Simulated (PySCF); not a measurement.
F3HSeSi.

```xyz
6

F     -0.7337    -1.4533    -1.2799
Si     0.0039    -0.8268     0.0000
F     -0.7337    -1.4533     1.2799
F      1.5261    -1.3292     0.0000
Se     0.0255     1.4186     0.0000
H     -1.4510     1.4643     0.0000
```

Coordinates come from a B3LYP-D3(BJ)/def2-SVP optimisation. This is a generated structure with no PubChem entry under its InChIKey; it may be hypothetical. Other conformers were not sampled.

Calculation: PBE0/pcSseg-1 run with PySCF. Non-relativistic, no solvent.

Computed absolute GIAO shielding of each atom: isotropic value and principal components (ppm):
| atom | σ(iso) | σ11 | σ22 | σ33 | span |
|---|---|---|---|---|---|
| F1 | 286.7 | 232.9 | 240.3 | 386.9 | 154.0 |
| Si2 | 390.8 | 344.8 | 385.8 | 441.8 | 96.9 |
| F3 | 286.7 | 232.9 | 240.3 | 386.9 | 154.0 |
| F4 | 296.4 | 241.1 | 254.7 | 393.2 | 152.1 |
| Se5 | 2154.5 | 1898.4 | 2088.7 | 2476.5 | 578.1 |
| H6 | 30.1 | 20.4 | 25.1 | 44.7 | 24.3 |
